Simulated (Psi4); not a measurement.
F₃Sb, triplet (typed; the unrestricted solution is spin-contaminated), geometry from GFN2-xTB (a higher spin typed on purpose: for a closed-shell molecule this is an excited state) (all electrons, no relativity), with bond 3-1 at 1.25 times its length; HF/STO-3G (Psi4 1.11).

Psi4 was given this input:
```
memory 2 GB

molecule {
0 3
Sb   -0.09185253    0.05664473    0.05583195
F    -1.71490896   -1.43900085   -0.07563414
F     0.99655042    2.49925979    0.78870567
F     1.45653683   -0.89272271   -0.88287786
}

set {
  basis sto-3g
  reference uhf
  scf_type pk
  stability_analysis follow
}

energy('scf')
print_variables()
```

The log (banner, timings and long lists left out):

```
   => Loading Basis Set <=

    Name: STO-3G
    Role: ORBITAL
    Keyword: BASIS

         ---------------------------------------------------------
                                   SCF
               by Justin Turney, Rob Parrish, Andy Simmonett
                          and Daniel G. A. Smith
                              UHF Reference
         ---------------------------------------------------------

  ==> Geometry <==

    Molecular point group: c1
    Full point group: C1

    Geometry (in Angstrom), charge = 0, multiplicity = 3:

       Center              X                  Y                   Z               Mass
    ------------   -----------------  -----------------  -----------------  -----------------
         SB          -0.108260083657     0.000256085787     0.036021574204   120.903812000000
         F           -1.731316513657    -1.495389494213    -0.095444515796    18.998403162730
         F            0.980142866343     2.442871145787     0.768895294204    18.998403162730
         F            1.440129276343    -0.949111354213    -0.902688235796    18.998403162730

  Running in c1 symmetry.

  Rotational constants: A =      0.19084  B =      0.07404  C =      0.05334 [cm^-1]
  Rotational constants: A =   5721.09856  B =   2219.52118  C =   1599.13204 [MHz]
  Nuclear repulsion =  349.251507978479310

  Charge       = 0
  Multiplicity = 3
  Electrons    = 78
  Nalpha       = 40
  Nbeta        = 38

  ==> Algorithm <==

  SCF Algorithm Type is PK.
  DIIS enabled.
  MOM disabled.
  Fractional occupation disabled.
  Guess Type is SAD.
  Energy threshold   = 1.00e-06
  Density threshold  = 1.00e-06
  Integral threshold = 1.00e-12

  ==> Primary Basis <==

  Basis Set: STO-3G
    Blend: STO-3G
    Number of shells: 20
    Number of basis functions: 42
    Number of Cartesian functions: 44
    Spherical Harmonics?: true
    Max angular momentum: 2

  ==> Integral Setup <==

  Using in-core PK algorithm.
   Calculation information:
      Number of atoms:                   4
      Number of AO shells:              20
      Number of primitives:             60
      Number of atomic orbitals:        44
      Number of basis functions:        42

      Integral cutoff                 1.00e-12
      Number of threads:                 1

  Performing in-core PK
  Using 816312 doubles for integral storage.
  We computed 15405 shell quartets total.
  Whereas there are 22155 unique shell quartets.

  ==> DiskJK: Disk-Based J/K Matrices <==

    J tasked:                  Yes
    K tasked:                  Yes
    wK tasked:                  No
    Schwarz Cutoff:          1E-12

  Minimum eigenvalue in the overlap matrix is 3.3988706772E-01.
  Reciprocal condition number of the overlap matrix is 1.9700393455E-01.
    Using symmetric orthogonalization.

  ==> Pre-Iterations <==

  SCF Guess: Superposition of Atomic Densities via on-the-fly atomic UHF (no occupation information).

   -------------------------
    Irrep   Nso     Nmo
   -------------------------
     A         42      42
   -------------------------
    Total      42      42
   -------------------------

  ==> Iterations <==

                        Total Energy        Delta E     RMS |[F,P]|

   @UHF iter SAD: -6541.14221047645060   -6.54114e+03   0.00000e+00
   @UHF iter   1: -6545.12719635176563   -3.98499e+00   7.30648e-03 ADIIS/DIIS
   @UHF iter   2: -6545.29194425904461   -1.64748e-01   3.04246e-03 ADIIS/DIIS
   @UHF iter   3: -6545.32655392508423   -3.46097e-02   1.23866e-03 ADIIS/DIIS
   @UHF iter   4: -6545.33322505304113   -6.67113e-03   3.75193e-04 ADIIS/DIIS
   @UHF iter   5: -6545.33393287937633   -7.07826e-04   2.83437e-04 ADIIS/DIIS
   @UHF iter   6: -6545.33452755196504   -5.94673e-04   2.74306e-04 ADIIS/DIIS
   @UHF iter   7: -6545.33508626908224   -5.58717e-04   2.75555e-04 ADIIS/DIIS
   @UHF iter   8: -6545.33461852059827    4.67748e-04   2.71541e-04 ADIIS/DIIS
   @UHF iter   9: -6545.33289434456947    1.72418e-03   2.15635e-04 ADIIS/DIIS
[...]
    Wavefunction unstable!
[...]
       A -0.071910

    Rotating orbitals by 0.5 * pi / 2 radians along unstable eigenvector.
    Running SCF again with the rotated orbitals.
   @UHF iter  26: -6544.98497686918654   -6.54498e+03   8.12908e-03 ADIIS/DIIS
   @UHF iter  27: -6545.30090453463072   -3.15928e-01   3.14924e-03 ADIIS/DIIS
   @UHF iter  28: -6545.33821217143850   -3.73076e-02   9.60791e-04 ADIIS/DIIS
   @UHF iter  29: -6545.34327629172003   -5.06412e-03   4.81641e-04 ADIIS/DIIS
   @UHF iter  30: -6545.34535029745894   -2.07401e-03   1.01761e-04 ADIIS/DIIS
   @UHF iter  31: -6545.34544459432163   -9.42969e-05   3.99399e-05 DIIS
   @UHF iter  32: -6545.34545416381025   -9.56949e-06   2.65670e-05 DIIS
   @UHF iter  33: -6545.34546119206152   -7.02825e-06   2.00050e-05 DIIS
   @UHF iter  34: -6545.34546853414395   -7.34208e-06   1.41021e-05 DIIS
   @UHF iter  35: -6545.34547249582101   -3.96168e-06   1.12480e-05 DIIS
   @UHF iter  36: -6545.34547377949275   -1.28367e-06   1.09043e-05 DIIS
   @UHF iter  37: -6545.34547571143776   -1.93195e-06   1.05736e-05 DIIS
   @UHF iter  38: -6545.34548051113597   -4.79970e-06   9.95588e-06 DIIS
   @UHF iter  39: -6545.34548674936104   -6.23823e-06   9.14547e-06 DIIS
   @UHF iter  40: -6545.34550044207754   -1.36927e-05   6.40476e-06 DIIS
   @UHF iter  41: -6545.34550943759859   -8.99552e-06   3.58409e-06 DIIS
   @UHF iter  42: -6545.34551018888033   -7.51282e-07   1.97752e-06 DIIS
   @UHF iter  43: -6545.34551061053480   -4.21654e-07   1.25324e-06 DIIS
   @UHF iter  44: -6545.34551063933759   -2.88028e-08   9.24366e-07 DIIS
    Wavefunction stable under totally symmetric rotations.
    Lowest totally symmetric eigenvalue: 0.005220
    Lowest UHF->UHF stability eigenvalues:
       A 0.005220

    Stability analysis over.

  ==> Post-Iterations <==

   @Spin Contamination Metric:   5.250284942E-01
   @S^2 Expected:                2.000000000E+00
   @S^2 Observed:                2.525028494E+00
   @S   Expected:                1.000000000E+00
   @S   Observed:                1.000000000E+00

    Orbital Energies [Eh]
    ---------------------

    Alpha Occupied:

[...]
      40A     -0.240812

    Alpha Virtual:

[...]
    Beta Occupied:

[...]
    Beta Virtual:

[...]
      42A      0.404617

    Final Occupation by Irrep:
              A
    DOCC [    38 ]
    SOCC [     2 ]
    NA   [    40 ]
    NB   [    38 ]

  @UHF Final Energy: -6545.34551063933759

   => Energetics <=

    Nuclear Repulsion Energy =            349.2515079784793102
    One-Electron Energy =               -9748.3612997716209065
    Two-Electron Energy =                2853.7642811538048591
    Total Energy =                      -6545.3455106393375900

  UHF NO Occupations:
  HONO-2 :   38  A 1.7647340
  HONO-1 :   39  A 1.0000000
  HONO-0 :   40  A 1.0000000
  LUNO+0 :   41  A 0.2352660
  LUNO+1 :   42  A 0.0565206

Computation Completed

Properties will be evaluated at   0.000000,   0.000000,   0.000000 [a0]

Properties computed using the SCF density matrix

 Multipole Moments:

 ------------------------------------------------------------------------------------
     Multipole            Electronic (a.u.)      Nuclear  (a.u.)        Total (a.u.)
 ------------------------------------------------------------------------------------

 L = 1.  Multiply by 2.5417464519 to convert [e a0] to [Debye]
 Dipole X            :         -1.3526469            1.2837597           -0.0688872
 Dipole Y            :         -0.0131199           -0.0030367           -0.0161566
 Dipole Z            :          0.4427604           -0.4271477            0.0156126
 Magnitude           :                                                    0.0724585

 ------------------------------------------------------------------------------------

  Variable Map:
  ----------------------------------------------------------------------------
[...]
  Array Variable Map:
  ----------------------------------------------------------------------------
[...]
[...]
```
